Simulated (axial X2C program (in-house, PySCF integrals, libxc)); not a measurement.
## Testing model relations on LiHg

A bond curve at the r2SCAN level, two-component, was computed with an in-house relativistic program for diatomic molecules (basis Hg dyall-cv3z [13s14p9d6f4g], Li dyall-cv3z [7s8p2d] (cores contracted in-house)) for the state Ω = 1/2 (⟨Sz⟩ = 0.49, ⟨Lz⟩ = 0.01 at r2SCAN). Its fit gives Re = 2.8746 Å, ωe = 175.0 cm⁻¹, ωexe = 3.08 cm⁻¹ and αe = 7.719e-03 cm⁻¹; the masses are 201.9706 and 7.0160 u. Two-component means X2C with spin–orbit coupling and atomic mean-field Coulomb and Gaunt terms.

Q: Find the reduced mass, Be and the force constant.

A: From the r2SCAN values: μ = 6.7805 u. Be = 16.8576/(μ Re²) = 0.3009 cm⁻¹. k = 5.8918×10⁻⁷ μ ωe² = 0.122 mdyn/Å.

Q: Estimate De from a Morse curve and compare with the computed well depth of 0.249 eV to Hg + Li.

A: De(Morse) = ωe²/(4ωexe) = 0.308 eV against 0.249 eV computed, a ratio of 1.24. The extrapolation overshoots: the well softens faster than a Morse curve, or the lowest atomic limit lies below the one to which the curve heads.

Q: Where do the fundamental and the first overtone lie?

A: ν(1←0) = ωe − 2ωexe = 168.8 cm⁻¹; ν(2←0) = 2ωe − 6ωexe = 331.5 cm⁻¹.

Q: The dipole moment p changes by 0.21 D/Å at Re. What harmonic infrared intensity follows?

A: I = 42.256 × (dp/dR)²/μ = 0.27 km/mol.

Q: A Morse curve ties αe to the other constants (Pekeris). How well does that hold?

A: αe(Morse) = 6Be²/ωe × (√(ωexe/Be) − 1) = 6.827e-03 cm⁻¹; the r2SCAN curve gives 7.719e-03 cm⁻¹, a ratio of 0.88.

Occupations by symmetry block were frozen at the best pattern of an incomplete PBE0 search. De is counted from the lowest determinant-based energies of the atoms at the same level, without counterpoise correction. Density functionals use the spin component along the axis (collinear).
